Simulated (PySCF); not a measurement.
ClH6NSSi2, SMILES [SiH2](Cl)S[SiH2]N.

Geometry: B3LYP-D3(BJ)/def2-SVP. The structure was generated by enumeration, and PubChem lists no compound with its InChIKey, so it may never have been made. One conformer was computed; it need not be the lowest.

Method: B3LYP-D3(BJ)/def2-SVP run with PySCF 2.14.0.

Frequencies are harmonic and unscaled.

```
mode  ν (cm⁻¹)  IR (km/mol)    moving atoms (share of kinetic energy)
----  --------  -----------  ----------------------------------------
1           45          1.3          Si 33 %, Cl 25 %, H 24 %, N 15 %
2           85          2.5           N 42 %, Cl 23 %, H 22 %, S 10 %
3          120          0.6          Si 44 %, H 20 %, Cl 18 %, S 16 %
4          177          4.4  Si 30 %, Cl 23 %, N 22 %, H 13 %, S 12 %
5          244         16.3           S 38 %, Si 21 %, N 17 %, H 16 %
6          271         19.3                                    H 92 %
7          438         15.3                   Si 44 %, S 37 %, H 12 %
8          489         62.6          Si 41 %, S 25 %, H 18 %, Cl 15 %
9          512         61.1                  H 60 %, Si 24 %, Cl 13 %
10         523        247.2                    H 65 %, N 23 %, Si 8 %
11         549        106.8          Si 46 %, S 24 %, H 19 %, Cl 11 %
12         583         41.7                           H 74 %, Si 18 %
13         709          2.6                                    H 98 %
14         763          0.5                                    H 95 %
15         841        192.5                   H 68 %, N 16 %, Si 15 %
16         865         45.7                   H 61 %, N 29 %, Si 10 %
17         907        270.9                           H 89 %, Si 10 %
18         921        162.1                    H 74 %, Si 17 %, N 8 %
19         928         68.7                            H 81 %, N 13 %
20         947         75.0                                    H 95 %
21        1551         39.8                            H 90 %, N 10 %
22        2241         20.5                                    H 97 %
23        2248        130.2                                    H 97 %
24        2265        146.0                                    H 96 %
25        2266         71.3                                    H 96 %
26        3548         26.7                                    H 96 %
27        3640         39.1                             H 91 %, N 9 %
```
